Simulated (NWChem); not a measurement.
System: GeH3F; SMILES [F][GeH3]

NWChem printed, in part:

```
             Northwest Computational Chemistry Package (NWChem) 7.3.0
             --------------------------------------------------------

                             Geometry "geometry" -> ""
                             -------------------------

 Output coordinates in angstroms (scale by  1.889725989 to convert to a.u.)

  No.       Tag          Charge          X              Y              Z
 ---- ---------------- ---------- -------------- -------------- --------------
    1 Ge                  32.0000     0.00000000     0.00000000    -0.27753600
    2 F                    9.0000     0.00000000     0.00000000     1.46637400
    3 H                    1.0000    -0.43315800    -1.40637900    -0.71704100
    4 H                    1.0000     1.43453900     0.32806300    -0.71704100
    5 H                    1.0000    -1.00138100     1.07831600    -0.71704100

 Effective nuclear repulsion energy (a.u.)     126.5186034836

                              NWChem Property Module
                              ----------------------

                                 NWChem DFT Module
                                 -----------------

 Summary of "ao basis" -> "ao basis" (spherical)
 ------------------------------------------------------------------------------
       Tag                 Description            Shells   Functions and Types
 ---------------- ------------------------------  ------  ---------------------
 Ge                        def2-svpd                14       38   6s4p4d
 F                         def2-svpd                 9       23   4s3p2d
 H                         def2-svpd                 4        8   2s2p

            General Information
            -------------------
          SCF calculation type: DFT
          Wavefunction type:  closed shell.
          No. of atoms     :     5
          No. of electrons :    44
           Alpha electrons :    22
            Beta electrons :    22
          Charge           :     0
          Spin multiplicity:     1
          Use of symmetry is: off; symmetry adaption is: off
          Maximum number of iterations: 150
          AO basis - number of functions:    85
                     number of shells:    35
          Convergence on energy requested:  1.00D-06
          Convergence on density requested:  1.00D-05
          Convergence on gradient requested:  5.00D-04

              XC Information
              --------------
                     Hartree-Fock (Exact) Exchange  1.000
                   CAM-Becke88 Exchange Functional  1.000
                      VWN V Correlation Functional  0.190 local
              Lee-Yang-Parr Correlation Functional  0.810

           Range-Separation Parameters
           ---------------------------
           Alpha           :  0.19
           Beta            :  0.46
           Gamma           :  0.33
           Short-Range HF  :     F

             Grid Information
             ----------------
          Grid used for XC integration:  medium
          Radial quadrature: Mura-Knowles
          Angular quadrature: Lebedev.
          Tag              B.-S. Rad. Rad. Pts. Rad. Cut. Ang. Pts.
          ---              ---------- --------- --------- ---------
          Ge                  1.25      112           9.0       590
          F                   0.50       49          10.0       434
          H                   0.35       45          10.0       434
          Grid pruning is: on
          Number of quadrature shells:   296
          Spatial weights used:  Erf1

      Superposition of Atomic Density Guess
      -------------------------------------

 Sum of atomic energies:       -2175.83871896

      Non-variational initial energy
      ------------------------------

 Total energy =   -2176.101969
 1-e energy   =   -3287.099692
 2-e energy   =     984.479119
 HOMO         =      -0.405071
 LUMO         =       0.022976

   convergence    iter        energy       DeltaE   RMS-Dens  Diis-err
 ---------------- ----- ----------------- --------- --------- ---------
 d= 0,ls=0.0,diis     1  -2178.3733879271 -2.30D+03  1.31D-02  5.02D-01
 d= 0,ls=0.0,diis     2  -2178.3587210243  1.47D-02  5.19D-03  9.25D-01
 d= 0,ls=0.0,diis     3  -2178.4331974047 -7.45D-02  6.03D-04  7.61D-03
 d= 0,ls=0.0,diis     4  -2178.4337382267 -5.41D-04  1.34D-04  4.96D-04
 d= 0,ls=0.0,diis     5  -2178.4337625474 -2.43D-05  5.73D-05  5.90D-05
  Resetting Diis
 d= 0,ls=0.0,diis     6  -2178.4337656345 -3.09D-06  1.38D-05  5.00D-07
 d= 0,ls=0.0,diis     7  -2178.4337657087 -7.41D-08  2.43D-06  9.98D-09

         Total DFT energy =    -2178.433765708653
      One electron energy =    -3286.822447184799
           Coulomb energy =     1072.573909395398
    Exchange-Corr. energy =      -90.703831402887
 Nuclear repulsion energy =      126.518603483634

 Numeric. integr. density =       44.000010737678

                       DFT Final Molecular Orbital Analysis
                       ------------------------------------

[...]

 DFT Linear Response polarizability / au
 Frequency  =       0.0000000 / au
              X              Y              Z
 -----------------------------------------------
 X      32.7341499     -0.0000100     -0.0000020
 Y      -0.0000100     32.7341529     -0.0000006
 Z      -0.0000020     -0.0000006     30.4346990
 -----------------------------------------------
 Eigenvalues =      32.7341413     32.7341615     30.4346990
 Isotropic   =      31.9676673
 Anisotropic =       2.2994524
 -----------------------------------------------

 Magnetic Dipole Response Matrix (nonzero elements):

 Exiting AOResponse driver routine
```

Level: CAM-B3LYP/def2-SVPD. Structure relaxed at the PBE0/def2-SVP level.

Write an input that gives this output.

Several could match; the one computed here: the input that was run:
```
start job
memory heap 200 mb stack 900 mb global 1100 mb
geometry units angstroms noautosym nocenter noautoz
  Ge     0.000000     0.000000    -0.277536
  F      0.000000     0.000000     1.466374
  H     -0.433158    -1.406379    -0.717041
  H      1.434539     0.328063    -0.717041
  H     -1.001381     1.078316    -0.717041
end
basis spherical
  * library def2-svpd
end
dft
  xc xcamb88 1.00 lyp 0.81 vwn_5 0.19 hfexch 1.00
  cam 0.33 cam_alpha 0.19 cam_beta 0.46
  iterations 150
end
property
  response 1 0.0
end
task dft property
```
